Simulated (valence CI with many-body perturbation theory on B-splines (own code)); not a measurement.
Questions on Pm⁵⁶⁺

Computed by valence CI with perturbative core correlation (CI+MBPT): three valence electrons over a frozen Dirac-Fock core [He], radial functions for each j: 11 s, 11 p, 9 d, 7 f, 5 g, 2 h, 1 i, with the one-electron correlation potential Σ1 (screened to all orders), the two-electron term Σ2, the three-electron term Σ3, Breit, model QED; selected single and double excitations, second order for the rest (own B-spline code, finite nucleus).

The last digits are not significant, and no measured levels were compared; by estimate large intervals hold to a few tenths of a per cent, small ones and those within an open d or f shell to about a per cent.

Levels are named by their leading jj configuration (3d3/2^4 stands for four electrons in 3d with j = 3/2), which in mixed levels can hold well under half, so a name can repeat and another be missing.

Rates and lifetimes use the calculated energies. Strong lines usually hold to 10 to 20 %, long lifetimes can be off by a factor of two.

What is the ground level?

(2s^2 2p1/2) J=1/2, composition 100 % 2s²2p ²P°, g = 0.633.

How well does LS coupling describe the low levels?

Among the lowest 20 levels the leading LS term, summed over configurations, holds 76 % on average. For single configurations the figures are 76 % in LS and 99 % in jj coupling. Terms mix most in the J = 3/2 level at 77.38 Ry, where the leading one holds 48 %.

What are the static dipole polarisabilities of the lowest levels?

(2s^2 2p1/2) J=1/2 0.000388 bohr³, of which the core gives 5.34e-07.

What is the ionisation energy?

12131 eV; NIST lists 12136 ± 5 eV (theoretical).

Name the longest-lived excited levels whose lifetime is computed, and their main decay.

(2s^2 2p3/2) J=3/2 at 45.10 Ry lives 242 ps, mostly by E1 to (2s 2p1/2^2) J=1/2; (2s 2p1/2 2p3/2) J=5/2 at 57.82 Ry lives 181 ps, mostly by E1 to (2s^2 2p3/2) J=3/2; (2s 2p1/2 2p3/2) J=3/2 at 55.22 Ry lives 72.9 ps, mostly by E1 to (2s^2 2p1/2) J=1/2.
